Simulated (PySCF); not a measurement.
# From computed data to an observable: chemical shift, span and skew from a shielding tensor

Ge(OH)3(PH2) (GeH₅O₃P), SMILES [PH2][Ge]([OH])([OH])[OH]. Atoms are numbered in the order given.

```xyz
10

O     -0.3765     0.0945     1.8628
Ge    -0.2540     0.0135     0.0915
O     -1.1272     1.4915    -0.4011
O     -1.0948    -1.4506    -0.4652
P      1.8846    -0.1255    -0.7973
H     -0.7835     0.9305     2.1333
H     -1.3100     1.5269    -1.3497
H     -1.8489    -1.6624     0.1034
H      2.2020    -1.2487     0.0262
H      2.3869     0.8212     0.1479
```
Charge 0, spin multiplicity 1.

Coordinates come from a B3LYP-D3(BJ)/def2-SVP optimisation. The values are those of a single conformer.

GIAO shieldings from PySCF with PBE/pcSseg-1, non-relativistic, no solvent. The symmetric part of the tensor of P5 has the principal values 511.2, 580.3, 599.8 ppm. The same nucleus in PH3 has σ = 576.8 ppm at this level (PySCF, at its B3LYP-D3(BJ)/def2-TZVP geometry).

Problem. Work out the isotropic shielding, the ³¹P shift against PH3, the span and the skew.

Solution. 
σ(iso) = (σ11 + σ22 + σ33)/3 = 563.8 ppm. δ = σ(ref) − σ(iso) = 576.8 − (563.8) = 13.0 ppm.
Span Ω = σ33 − σ11 = 88.6 ppm. Skew κ = 3(σ(iso) − σ22)/Ω = -0.56. Tumbling in solution averages the tensor to δ; in a static solid the shielding alone would spread this spin-1/2 line over Ω.
